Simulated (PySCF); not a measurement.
Computed with PySCF with PBE-D3(BJ)/def2-TZVP // r2SCAN-D4/def2-TZVP. Gas-phase values, no solvent. One relaxed conformer stands for a flexible species; it need not be the lowest. Excitations are Tamm–Dancoff values on a coarser integration grid. The basis has no diffuse functions, so Rydberg states are missing or too high.

Reference species (SMILES): `B(B)(N)N` (neutral, multiplicity 1).

```yaml
HOMO–LUMO gap: 2.88 eV
S1 excitation (TDA): 3.43 eV
```

Changed species: `BNBN` (B–N–B–N torsion 180°).

Q: Give the shifts of the HOMO–LUMO gap and S1 excitation (TDA).

A: the HOMO–LUMO gap rises by 2.53 eV, to 5.41 eV; the S1 excitation (TDA) rises by 2.69 eV, to 6.12 eV.
